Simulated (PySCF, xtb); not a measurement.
Pt(Cl)2(CO)2 (C2Cl2O2Pt), SMILES [O+]#[C-]->[Pt]([Cl])([Cl])<-[C-]#[O+], multiplicity 1.

Harmonic wavenumbers (cm⁻¹) from GFN2-xTB run with xtb at its own minimum, in rising order: 7, 26, 50, 67, 80, 259, 276, 287, 378, 457, 480, 488, 529, 2157, 2202.

### Question
What does PBE0-D3(BJ)/def2-SVP (PySCF) give at its own minimum? (Estimate from the structure and the level; the computed values follow.)

### Answer
55, 72, 74, 99, 105, 334, 345, 357, 357, 436, 477, 519, 565, 2258, 2327. Paired by order, the mean absolute difference is 48 cm⁻¹ and the zero-point energies are 11.1 and 12.0 kcal/mol.
